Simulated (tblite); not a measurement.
Species: C₇H₁₄F₂Si.
Structure used (GFN2-xTB), in Å, numbered top down from 1:
```xyz
24
C7H14F2Si angstrom
C     -0.8061   -1.7431   -0.2317
C     -0.8149   -0.2398    0.0736
C     -1.6626   -0.0036    1.3254
C     -1.4436    0.5074   -1.1016
C      0.6345    0.2333    0.3561
Si     0.9230    2.1371    0.4289
C      1.6242   -0.3026   -0.6154
F      1.5007    0.1470   -1.8852
C      2.6223   -1.1237   -0.3180
F      3.5301   -1.5358   -1.2219
H     -1.8255   -2.1146   -0.3125
H     -0.2970   -1.9489   -1.1705
H     -0.3027   -2.2954    0.5598
H     -2.6879   -0.3192    1.1455
H     -1.2748   -0.5716    2.1683
H     -1.6752    1.0486    1.5953
H     -0.8412    0.4072   -1.9996
H     -2.4314    0.1014   -1.3122
H     -1.5523    1.5655   -0.8716
H      0.9184   -0.1785    1.3295
H      2.2667    2.3078    0.9857
H      0.8458    2.7188   -0.9062
H     -0.0573    2.7540    1.3222
H      2.7950   -1.5317    0.6638
```

Computed with GFN2-xTB (tblite): harmonic, unscaled wavenumbers at the GFN2-xTB geometry, gas phase. This tight-binding method is rough: wavenumbers can miss measured ones by several per cent, in bad cases by 10 to 20. Modes of hydrogen on silicon can be 10 to 20 % off. One conformer, not necessarily the lowest.

Harmonic wavenumbers (cm⁻¹): 39.4, 62.0, 115.0, 130.1, 157.9, 177.8, 204.0, 238.2, 252.5, 261.2, 288.9, 304.7, 309.1, 337.8, 396.8, 418.6, 475.9, 521.0, 545.5, 581.1, 696.0, 740.2, 750.6, 773.5, 786.7, 799.7, 831.8, 888.0, 958.8, 964.2, 967.7, 973.6, 1039.2, 1040.8, 1087.5, 1152.0, 1175.4, 1211.4, 1241.4, 1253.6, 1269.9, 1318.5, 1410.4, 1412.3, 1434.3, 1489.6, 1493.0, 1494.0, 1508.9, 1509.7, 1512.3, 1719.0, 2265.7, 2273.6, 2318.2, 2939.8, 3020.1, 3024.0, 3025.9, 3028.1, 3030.9, 3037.1, 3040.2, 3052.2, 3063.7, 3113.2.

A = 1421, B = 809.5, C = 656.7 MHz; mass 164.083 u (most abundant isotopes); point group C1, symmetry number 1.

Zero-point energy?

Half the sum of the wavenumbers: 41477 cm⁻¹ = 496.18 kJ/mol.

What is S at 298.15 K and 1 bar for an ideal gas of classical rigid rotors and harmonic oscillators?

Translation 172.47, rotation 127.33, vibration 169.71: S = 469.5 J/(mol K).

And Cp and H(298.15 K) − H(0)?

Cp = 213.76 J/(mol K), of which vibrations give 180.50 (their classical limit is 66 R = 548.8); H(298.15 K) − H(0) = 37.31 kJ/mol without the zero-point energy, 27.40 from vibrations.

Which modes carry the vibrational entropy at 298.15 K?

39.4 cm⁻¹: 22.13; 62.0 cm⁻¹: 18.38; 115.0 cm⁻¹: 13.32; 130.1 cm⁻¹: 12.32; 157.9 cm⁻¹: 10.77; 177.8 cm⁻¹: 9.84 J/(mol K); the other 60 give 82.96 together.

Blend soft modes into free rotors: weight 1/[1 + (100 cm⁻¹/ν̃)⁴] for the oscillator and the rest for a rotor with moment μB/(μ + B), μ = h/(8π²ν), B = 10⁻⁴⁴ kg m². What vibrational entropy results?

158.63 J/(mol K) in place of 169.71, which changes −T·S at 298.15 K by +3.30 kJ/mol.

What must be added to the electronic energy to get the Gibbs energy at 298.15 K and 1 bar?

ZPE + [H(298.15 K) − H(0)] − T·S = 496.18 + 37.31 − 139.98 = 393.51 kJ/mol.

How do the functions run with temperature in this model?

```csv
T (K),S (J/(mol K)),Cp (J/(mol K)),H − H(0) (kJ/mol),G − H(0) (kJ/mol),ln q(vib)
150,354.3,129.8,11.76,-41.38,3.87
250,434.2,187.3,27.66,-80.90,7.57
400,539.7,265.7,61.79,-154.11,13.11
600,663.5,345.3,123.37,-274.73,20.22
900,819.4,422.8,239.54,-497.96,30.07
```

q(vib) and H(0) count from the zero-point level.

Hindered rotation and anharmonicity are outside this model. Other conformers, if any are populated, would add a mixing term that is left out. The structure is chiral; the term R ln 2 for an equal mix with its mirror image is left out.

On an Arm Neoverse V2 with one thread, shared host with 192 logical CPUs at a one-minute load of 57, this took 1.1 s of wall time. The figure is for the frequency step alone.
